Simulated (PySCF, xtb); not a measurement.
C3H4O2Si, SMILES O=C1C=C[SiH2]O1.

GFN2-xTB (xtb) at its own geometry gives an orbital gap of 3.36 eV and a dipole moment of 4.70 D.

Geometry optimised at PBE0-D3(BJ)/def2-SVP. This is a generated structure with no PubChem entry under its InChIKey; it may be hypothetical.

Q: What does PBE/def2-TZVP (PySCF) give? (Estimate from the structure and the level; the computed values follow.)

A: gap 3.65 eV (levels -6.55 and -2.90 eV), dipole 4.21 D.
